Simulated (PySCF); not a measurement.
B(OH)(SH)2, H3BOS2, SMILES SB(O)S (PBE0/def2-SVP optimised geometry):

```
7

B     -0.566    -0.216     0.000
O     -1.349    -1.320     0.000
H     -0.877    -2.157    -0.001
S      1.261    -0.216     0.000
H      1.446    -1.555     0.001
S     -1.446     1.374     0.000
H     -0.348     2.157     0.002
```

Level of theory: PBE0/def2-TZVP in PySCF.

### Question
What are the frontier orbital energies and the dipole moment?

### Answer
HOMO-2 -9.05 eV, HOMO-1 -8.29 eV, HOMO -7.42 eV, LUMO -0.25 eV, LUMO+1 0.19 eV; dipole moment 2.29 D.

On the same geometry PBE/def2-TZVP run with PySCF gives HOMO-2 -7.72 eV, HOMO-1 -6.95 eV, HOMO -6.21 eV, LUMO -1.15 eV, LUMO+1 -0.76 eV; dipole moment 2.20 D.

Meta-Löwdin charges at PBE0/def2-TZVP: B1 0.12, O2 -0.49, H3 0.36, S4 -0.11, H5 0.09, S6 -0.08, H7 0.11.
